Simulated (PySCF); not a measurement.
Si⁺: ionisation energy

Si⁺ [Ne] 3s2 3p1 (2P) → Si²⁺ [Ne] 3s2 (1S), as a difference of total energies. Calculation: PySCF 2.14, in x2c-QZVPPall (9s6p4d2f1g, 70 functions); the spin-free X2C one-electron Hamiltonian (Gaussian nucleus). Correlated levels: valence and next inner shell: 1s2 frozen. The calculations carry no spin-orbit coupling.

**Question.** Order these methods by the ionisation energy they give, lowest first.
A. MP2 (valence and next inner shell)
B. CCSD(T) (valence and next inner shell)
C. CCSD (valence and next inner shell)
D. UHF

**Answer.** D (15.835 eV), A (16.122 eV), C (16.230 eV), B (16.258 eV).

A first-order spin-orbit estimate (lowest level to lowest level, LS coupling) adds 0.021 eV.

Errors of the correlated levels include the incompleteness of this basis and the frozen core.

For comparison: 16.346 eV (measured; NIST Atomic Spectra Database, ionization energies).
